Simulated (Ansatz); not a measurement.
C₂H₆Te, SMILES `CC[TeH]`. The species carries charge 0 and has multiplicity 1. Correlated methods include outer-core shells of Te, which these sets cover unevenly. Te takes the def2 core potential.

```xyz
9

C    -0.7898    0.7841    0.3790
C     0.4287   -0.0922    0.1782
Te    0.1305   -1.3887   -1.5205
H    -0.9807    1.4146   -0.4928
H    -0.6445    1.4443    1.2388
H    -1.6870    0.1895    0.5670
H     0.6111   -0.7310    1.0410
H     1.3207    0.4994   -0.0223
H     1.6109   -2.1200   -1.3684
```

Task: Give the diagnostics of a CCSD(T)/def2-TZVPP run (frozen core, Ansatz). (Estimate.)

Result: Ansatz gave: T1 = 0.0098, largest single amplitude 0.016, largest double 0.040, (T) share of the correlation energy 3.0 %, 8 CCSD cycles. The RHF solution is stable towards an unrestricted one. T1 lies under the customary mark of 0.02 for closed shells.
